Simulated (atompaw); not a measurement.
**Pseudopotential generation for strontium: PAW (atompaw), PBE, scalar-relativistic.**

Input for atompaw 4.2.0.5:

```
Sr 38
GGA-PBE scalarrelativistic loggrid 1500 logderivrange -5 5 251
5 5 4 0 0 0
5 1 0
4 2 0
0 0 0
c
c
c
v
v
c
c
v
v
c
v
2
2.65 2.05 2.25 1.75
n
n
y
4.7
n
custom polynom2 7 10 vanderbiltortho gaussian
bessel
2.20
2.65
2.35
2.65
2.45
2.45
PWSCFOUT
UPFDX 0.0125d0 UPFXMIN -7.d0 UPFZMESH 38.d0
END
```

Command:

```bash
atompaw < Sr.input > Sr.log
```

The program printed (summary file):

```
Completed calculations for Sr (AE)

 Exchange-correlation type: GGA, Perdew-Burke-Ernzerhof

 Radial integration grid is logarithmic
 r0 =   2.2442991E-04 h =   8.5283366E-03   n =      1500 rmax =   8.0000000E+01

 Scalar relativistic calculation

 AEatom converged in  35 iterations
   nz     =  38.00
   delta  =       4.181775237181E-15

 All Electron Orbital energies:
  n  l      occupancy      energy
  1  0      2.0000000E+00 -1.1713786E+03
  2  0      2.0000000E+00 -1.5861212E+02
  3  0      2.0000000E+00 -2.4532347E+01
  4  0      2.0000000E+00 -3.0061251E+00
  5  0      2.0000000E+00 -2.5917325E-01
  2  1      6.0000000E+00 -1.4093301E+02
  3  1      6.0000000E+00 -1.8826937E+01
  4  1      6.0000000E+00 -1.6773964E+00
  5  1      0.0000000E+00 -9.4395651E-02
  3  2      1.0000000E+01 -9.4089448E+00
  4  2      0.0000000E+00 -9.4183066E-02

 Total energy
   Total                    :    -6358.98578199263648

 ---
 Completed calculations for Sr (SC)

 Exchange-correlation type: GGA, Perdew-Burke-Ernzerhof

 Radial integration grid is logarithmic
 r0 =   2.2442991E-04 h =   8.5283366E-03   n =      1500 rmax =   8.0000000E+01

 Scalar relativistic calculation

 SCatom converged in   4 iterations
   nz     =  38.00
   delta  =       3.576341126127E-16

 Valence Electron Orbital energies:
  n  l      occupancy      energy
   4  0      2.0000000E+00 -3.0061251E+00
   5  0      2.0000000E+00 -2.5917325E-01
   4  1      6.0000000E+00 -1.6773964E+00
   5  1      0.0000000E+00 -9.4395650E-02
   4  2      0.0000000E+00 -9.4183065E-02

 Total energy
   Total                    :    -6358.98578199068561
   Valence                  :     -260.12607264183686

 PAW parameters:
       lmax =            2
         rc =    2.6621627113965549
        irc =         1101
   rc_shape =    2.0611501751790611
    rc_vloc =    2.2638923647224951
    rc_core =    1.7527861638538578
   Vloc: truncated form - Vps(r)=A.sin(qr)/r for r<rc
   Projector type: improved polynomial pseudization + Vanderbilt ortho.
   Gaussian compensation charge shape with gausstol =   1.0000E-04

 Number of basis functions     6
 No.   n  nodes  l      Energy         Cp coeff         Occ
  1    4    3    0   -0.3006125E+01 -0.1204035E+01  0.2000000E+01
  2    5    4    0   -0.2591732E+00  0.1251526E+02  0.2000000E+01
  3    4    2    1   -0.1677396E+01 -0.1761735E+01  0.6000000E+01
  4    5    3    1   -0.9439565E-01  0.7016019E+02  0.0000000E+00
  5    4    1    2   -0.9418306E-01  0.2282738E+02  0.0000000E+00
  6  999    2    2    0.4700000E+01 -0.1798461E+01  0.0000000E+00

 Eigenvalues of overlap operator (in the basis of projectors):
    1        4.28554230E-01
    2        1.02215281E+00
    3        1.34830167E+00
    4        1.22037719E+02
    5        2.92687224E+03
    6        6.42446513E+03

 Orbital leakage outside PAW augmentation regions
   orb  is_core?  %out_of_sphere
   1 0    T           0.00
   2 0    T           0.00
   3 0    T           0.00
   4 0    F           1.42
   5 0    F          88.85
   2 1    T           0.00
   3 1    T           0.00
   4 1    F           5.09
   5 1    F          96.50
   3 2    T           0.00
   4 2    F          60.54

 Summary of PAW energies
   Total valence energy     :   -260.12606228880043
   Smooth energy            :     44.85352819068736
   One center               :   -304.97959047948780
   Smooth kinetic           :     10.21151182504232
   Vloc energy              :     13.19636228966133
   Smooth exch-corr         :     -5.95923179243507
   One-center xc            :   -203.88058731372419
```

The run took about 5.1 s on one core of a shared server CPU.
